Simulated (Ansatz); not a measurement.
Program: Ansatz. Geometries: PBE0-D4/def2-TZVP. ΔE: electronic, gas phase. CCSD(T)/CBS is the MP2 limit (def2-TZVPP, def2-QZVPP) plus CCSD(T) − MP2 in def2-TZVPP, frozen cores. This one scheme is used for every species. Functionals use def2-TZVPP. HSE06 is defined as in plane-wave codes. Each species was taken in one conformer, which may not be the lowest.

Consider the redistribution: `[F][Al]([Cl])[Cl]` + `O[B-]1(Cl)OC(C(F)(F)F)=CC(C(F)(F)F)=[O+]1` → `FC(F)(F)C1=CC(C(F)(F)F)=[O+][Al-]([F])([Cl])[O]1` + `OB(Cl)Cl`.

`[F][Al]([Cl])[Cl]`:

Z-matrix (Å, degrees):
```
Al
F 1 1.633
Cl 1 2.065 2 119.3
Cl 1 2.065 2 119.3 3 -180.0
```

`O[B-]1(Cl)OC(C(F)(F)F)=CC(C(F)(F)F)=[O+]1`:

Cartesian coordinates in Å:
```
O -2.985 0.065 0.257
B -1.704 0.228 0.731
Cl -1.505 0.796 2.464
O -0.936 -1.094 0.605
C 0.280 -1.141 0.263
C 0.898 -2.536 0.372
F 0.796 -2.982 1.617
F 2.185 -2.514 0.035
F 0.264 -3.375 -0.438
C 1.002 -0.066 -0.221
C 0.266 1.079 -0.463
C 0.868 2.276 -1.200
F 0.750 3.371 -0.462
F 2.158 2.077 -1.458
F 0.232 2.464 -2.350
O -0.950 1.229 -0.154
H -3.657 0.275 0.904
H 2.037 -0.152 -0.503
```

`FC(F)(F)C1=CC(C(F)(F)F)=[O+][Al-]([F])([Cl])[O]1`:

Cartesian coordinates in Å:
```
F -2.884 -1.748 -1.166
C -1.961 -1.778 -0.228
F -2.555 -1.728 0.965
F -1.297 -2.931 -0.311
C -0.977 -0.604 -0.364
C 0.054 -0.513 0.559
C 0.958 0.537 0.494
C 2.067 0.596 1.558
F 2.848 1.643 1.387
F 2.808 -0.511 1.495
F 1.521 0.658 2.773
O 0.965 1.465 -0.359
Al -0.195 1.649 -1.751
F -1.096 2.999 -1.516
Cl 0.794 1.330 -3.556
O -1.196 0.190 -1.318
H 0.146 -1.255 1.338
```

`OB(Cl)Cl`:

Z-matrix (Å, degrees):
```
B
O 1 1.341
Cl 1 1.762 2 121.4
Cl 1 1.745 2 118.8 3 180.0
H 2 0.962 1 113.4 3 0.0
```

```tsv
level	ΔE (kJ/mol)
PBE0-D4	-71.1
r2SCANh-D4	-74.9
PBE	-71.7
HSE06	-71.5
CCSD(T)/def2-SVP	-79.4
HF/def2-QZVPP	-88.7
SCS-MP2/def2-QZVPP	-74.2
HF/CBS(def2)	-89.0
```

(1) What does CCSD(T)/CBS give? (Estimate.)

Largest T1 diagnostic among the species: 0.015.

Results:

(1) Ansatz gave: -70.1 kJ/mol. The listed levels differ from it by -1.0, -4.8, -1.6, -1.4, -9.3, -18.6, -4.1, -18.9 kJ/mol.

In def2-TZVPP, CCSD(T) changes the Hartree–Fock value by +16.2 kJ/mol (the triples alone add +2.8 kJ/mol) and MP2 by +18.2 kJ/mol. Leaving LDA and LC-ωPBE aside and taking each functional with its dispersion term where it has one, the values, not all of them listed here, spread over 10.9 kJ/mol, from BHLYP-D4 to PBE-QIDH. LDA lies +14.0 kJ/mol from PBE without D4.
